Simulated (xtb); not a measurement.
C₃H₉O₃Si, SMILES CO[Si](OC)OC (connectivity only; charge and spin as stated), charge +1, multiplicity 1. All values are semi-empirical tight-binding results from xtb (GFN2-xTB unless named), good for trends rather than for accurate numbers. The structure is a stationary point at GFN2-xTB. The multiplicity is an assumed one; other spin states were not compared. The isomer is the one that the SMILES or the coordinates give; other isomers of the formula were not compared. The values are those of a single conformer.

Computed properties:
```json
{
 "orbital_gap": "6.07 eV",
 "zero_point_energy": "78.1 kcal/mol",
 "G − E(el) at 298.15 K (modified RRHO)": "54.5 kcal/mol",
 "static polarisability (D4 model)": "83.5 bohr³",
 "solvation energy, GFN2-xTB/ALPB(water)": "-44.1 kcal/mol",
 "solvation energy, GFN2-xTB/ALPB(dmf)": "-44.6 kcal/mol"
}
```
